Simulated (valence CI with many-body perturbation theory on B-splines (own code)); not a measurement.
Energy levels of Pt LXXII

Method: relativistic CI+MBPT: five valence electrons over a frozen Dirac-Fock core [He], a basis of 9 s, 9 p, 8 d, 6 f, 3 g, 1 h functions for each j, with the one-electron correlation potential Σ1 (screened to all orders), the two-electron term Σ2, the three-electron term Σ3, Breit, model QED; selected single and double excitations, second order for the rest (own B-spline code, finite nucleus).

No measured spectrum was set against this ion. As an estimate, large intervals hold to a few tenths of a per cent, small ones and those within an open d or f shell to about a per cent. Among the levels kept, up to 1200 cm⁻¹ of a level comes from second order outside the variational space, and about a tenth of that is noise between levels of different J, which matters for small intervals.

Levels 46 to 75 of 75, with energies above the lowest level, (2s^2 2p1/2^2 2p3/2) J=3/2. "Leading %" is the weight of the configuration and term that name the level; weights of strongly mixed levels are sums over their largest components and can fall short. In the jj column 3d3/2^4 stands for four electrons in 3d with j = 3/2. Lifetimes count E1, E2, E3, M1 and M2 decay at the calculated energies, and are blank where another channel may lead or the interval is too uncertain; long ones can be off by a factor of two.

```
No.  Configuration  Term    J  E (× 10³ cm⁻¹)  Leading %      g  Lifetime    Second component                      Leading jj
 46     2s2.2p2.3d    4D  1/2           99589         79  0.252   2.92 fs  15 % 2s2.2p2.3d 2P  2s^2 2p1/2 2p3/2 3d3/2 (100 %)
 47     2s2.2p2.3d    2G  7/2           99676         55  0.993   19.9 fs  25 % 2s2.2p2.3d 2F   2s^2 2p1/2 2p3/2 3d3/2 (99 %)
 48     2s2.2p2.3d    2D  5/2           99808         37  1.112    433 as  32 % 2s2.2p2.3d 2F   2s^2 2p1/2 2p3/2 3d3/2 (99 %)
 49     2s2.2p2.3d    2D  3/2           99854         47  1.095    420 as  18 % 2s2.2p2.3d 2P   2s^2 2p1/2 2p3/2 3d3/2 (99 %)
 50     2s2.2p2.3d    2P  1/2           99940         39  1.580    395 as  32 % 2s2.2p2.3d 4P   2s^2 2p1/2 2p3/2 3d3/2 (99 %)
 51     2s2.2p2.3d    4D  7/2          100560         46  1.293   24.5 fs  38 % 2s2.2p2.3d 4F   2s^2 2p1/2 2p3/2 3d5/2 (98 %)
 52     2s2.2p2.3d    2P  3/2          100720         41  1.311    714 as  25 % 2s2.2p2.3d 4P   2s^2 2p1/2 2p3/2 3d5/2 (99 %)
 53     2s2.2p2.3d    2G  9/2          100720         65  1.160   3.98 ps  35 % 2s2.2p2.3d 4F  2s^2 2p1/2 2p3/2 3d5/2 (100 %)
 54     2s2.2p2.3d    2F  5/2          100740         44  1.128    556 as  20 % 2s2.2p2.3d 4P   2s^2 2p1/2 2p3/2 3d5/2 (99 %)
 55     2s2.2p2.3d    2D  5/2          100870         58  1.248    382 as  27 % 2s2.2p2.3d 4P   2s^2 2p1/2 2p3/2 3d5/2 (98 %)
 56     2s2.2p2.3d    2F  7/2          100940         70  1.122    341 as  13 % 2s2.2p2.3d 4F   2s^2 2p1/2 2p3/2 3d5/2 (98 %)
 57     2s2.2p2.3d    2D  3/2          101010         57  0.958    507 as  29 % 2s2.2p2.3d 2P   2s^2 2p1/2 2p3/2 3d5/2 (99 %)
 58     2s2.2p2.3d    2P  1/2          101050         56  1.230    485 as  37 % 2s2.2p2.3d 2S   2s^2 2p1/2 2p3/2 3d5/2 (99 %)
 59      2s.2p3.3p    4D  7/2          101350         49  1.409   47.7 fs   25 % 2s.2p3.3p 6P   2s 2p1/2^2 2p3/2 3p3/2 (97 %)
 60      2s.2p3.3p    2P  3/2          101440         31  1.487   2.51 fs   29 % 2s.2p3.3p 4P   2s 2p1/2^2 2p3/2 3p3/2 (98 %)
 61      2s.2p3.3p    4P  5/2          101590         38  1.394   2.69 fs   21 % 2s.2p3.3p 2D   2s 2p1/2^2 2p3/2 3p3/2 (99 %)
 62      2s.2p3.3p    2P  1/2          101630         41  1.382   1.60 fs   23 % 2s.2p3.3p 4P  2s 2p1/2^2 2p3/2 3p3/2 (100 %)
 63      2s.2p3.3p    2D  5/2          102180         33  1.254   3.22 fs   21 % 2s.2p3.3p 4P   2s 2p1/2^2 2p3/2 3p3/2 (99 %)
 64      2s.2p3.3d   4D°  5/2          102220         30  1.227   5.06 fs  17 % 2s.2p3.3d 6D°   2s 2p1/2^2 2p3/2 3d3/2 (99 %)
 65      2s.2p3.3d   4D°  3/2          102270         29  1.324   2.40 fs  22 % 2s.2p3.3d 6D°  2s 2p1/2^2 2p3/2 3d3/2 (100 %)
 66      2s.2p3.3d   2F°  7/2          102290         26  1.204   23.2 fs  22 % 2s.2p3.3d 4F°   2s 2p1/2^2 2p3/2 3d3/2 (98 %)
 67      2s.2p3.3d   4P°  1/2          102310         47  2.194   5.42 fs  25 % 2s.2p3.3d 6D°  2s 2p1/2^2 2p3/2 3d3/2 (100 %)
 68      2s.2p3.3p    2P  3/2          102330         37  1.219   3.69 fs   13 % 2s.2p3.3p 4D   2s 2p1/2^2 2p3/2 3p3/2 (99 %)
 69      2s.2p3.3p    4P  1/2          102370         38  1.736   23.2 fs   26 % 2s.2p3.3p 2P   2s 2p1/2^2 2p3/2 3p3/2 (99 %)
 70      2s.2p3.3d   2D°  3/2          102980         37  0.904   4.75 fs  24 % 2s.2p3.3d 4F°   2s 2p1/2^2 2p3/2 3d3/2 (94 %)
 71      2s.2p3.3d   2F°  5/2          103030         37  0.918   8.91 fs  21 % 2s.2p3.3d 4G°  2s 2p1/2^2 2p3/2 3d3/2 (100 %)
 72      2s.2p3.3d   4D°  1/2          103110         46  0.597   2.42 fs  31 % 2s.2p3.3d 2P°   2s 2p1/2^2 2p3/2 3d3/2 (99 %)
 73      2s.2p3.3d   4F°  9/2          103230         51  1.317   3.97 ps  26 % 2s.2p3.3d 6D°  2s 2p1/2^2 2p3/2 3d5/2 (100 %)
 74      2s.2p3.3d   4D°  5/2          103450         30  1.316    630 as  19 % 2s.2p3.3d 2D°  2s 2p1/2^2 2p3/2 3d5/2 (100 %)
 75      2s.2p3.3d   4D°  7/2          103500         41  1.281    400 as  20 % 2s.2p3.3d 2F°   2s 2p1/2^2 2p3/2 3d5/2 (98 %)
```
